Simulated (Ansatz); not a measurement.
A geometry relaxed with B3LYP-D3(BJ)/def2-TZVP (Ansatz, an electronic-structure program), charge 0, multiplicity 2:

```xyz
11

C     -0.2922     0.1207     0.1704
H      1.7859    -0.2208     0.5024
H     -0.5563    -1.5303    -1.2017
H      1.3139     1.4774     0.6357
C      1.1319     0.5501     0.0875
H     -1.6951    -1.5119     0.1471
S     -1.5745     1.2874    -0.0301
H     -0.8923     2.3774     0.3605
H     -0.0106    -1.9802     0.4120
C     -0.6630    -1.2921    -0.1323
H      1.4522     0.7222    -0.9515
```

**Question.** Write the SMILES of this molecule.

**Answer.** `C[C](C)S`
